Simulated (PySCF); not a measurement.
Species: C2H8FNSi2.
SMILES: `C=C[SiH2][Si@H](N)F`

The closed-shell SCF was solved with PySCF and density fitting under several settings on one GFN2-xTB geometry (grid level 2 and gas phase unless stated).

```json
{"settings": "PBE0/pcSseg-1", "basis functions": "156", "SCF cycles": "13", "E (Eh)": "-814.1155", "HOMO (eV)": "-7.36", "LUMO (eV)": "-0.70", "dipole (D)": "2.83"}
{"settings": "PBE0/def2-SVPD", "basis functions": "195", "SCF cycles": "13", "E (Eh)": "-813.8210", "HOMO (eV)": "-7.41", "LUMO (eV)": "-0.81", "dipole (D)": "2.77"}
{"settings": "PBE0/cc-pVDZ, fitting basis def2-universal-jkfit", "basis functions": "132", "SCF cycles": "10", "E (Eh)": "-814.1533", "HOMO (eV)": "-7.14", "LUMO (eV)": "-0.51", "dipole (D)": "2.79"}
{"settings": "PBE0/6-31++G**, fitting basis def2-qzvpp-jkfit, start guess vsap", "basis functions": "164", "SCF cycles": "13", "E (Eh)": "-814.1438", "HOMO (eV)": "-7.38", "LUMO (eV)": "-0.82", "dipole (D)": "2.83"}
{"settings": "PBE0/def2-SVP, fitting basis def2-universal-jkfit, damping 0.3 at the start, DIIS from the seventh cycle", "basis functions": "132", "SCF cycles": "13", "E (Eh)": "-813.7937", "HOMO (eV)": "-7.20", "LUMO (eV)": "-0.57", "dipole (D)": "2.78"}
{"settings": "HF/aug-pcSseg-1, grid level 4, energy threshold 1e-08 Eh", "basis functions": "242", "SCF cycles": "9", "E (Eh)": "-812.1622", "HOMO (eV)": "-10.13", "LUMO (eV)": "0.71", "dipole (D)": "2.83"}
```

Q: Estimate the rows for these settings: (1) PBE0/ANO-RCC-VDZP, damping 0.1 at the start, DIIS from the seventh cycle, fitting basis def2-qzvpp-jkfit; (2) HCTH407/MINI, start guess huckel.

A: 
| settings | basis functions | SCF cycles | E (Eh) | HOMO (eV) | LUMO (eV) | dipole (D) |
| --- | --- | --- | --- | --- | --- | --- |
| PBE0/ANO-RCC-VDZP, damping 0.1 at the start, DIIS from the seventh cycle, fitting basis def2-qzvpp-jkfit | 132 | 17 | -813.9927 | -7.34 | -0.70 | 2.95 |
| HCTH407/MINI, start guess huckel | 46 | 15 | -809.7008 | -6.80 | -2.99 | 2.66 |

Q: Over all rows, what range does the HOMO–LUMO gap span?

A: From 3.81 eV (HCTH407/MINI, start guess huckel) to 10.84 eV (HF/aug-pcSseg-1, grid level 4, energy threshold 1e-08 Eh). The functional of the narrowest has no exact exchange, that of the widest 100 % exact exchange.

Q: Compare two rows with the functional PBE0: PBE0/def2-SVP, fitting basis def2-universal-jkfit, damping 0.3 at the start, DIIS from the seventh cycle and PBE0/6-31++G**, fitting basis def2-qzvpp-jkfit, start guess vsap. Which energy is lower, and by how much?

A: PBE0/6-31++G**, fitting basis def2-qzvpp-jkfit, start guess vsap (164 functions) lies 0.3501 Eh or 220 kcal/mol below PBE0/def2-SVP, fitting basis def2-universal-jkfit, damping 0.3 at the start, DIIS from the seventh cycle (132 functions).

Cycle counts include a coarse-grid stage where the run had one. All basis functions are spherical, in the Pople sets too. ANO-RCC sets were contracted for a scalar-relativistic Hamiltonian, but ran non-relativistically here.

Shape of the structure used: `[CH2:1]=[CH:2][SiH2:3][Si@H:4]([NH2:5])[F:6]`: C1–C2–Si3–Si4 114°, C2–Si3–Si4–N5 -75°, H–N5–Si4–Si3 57°, H–N5–Si4–Si3 -160°.

One conformer stands for the species.
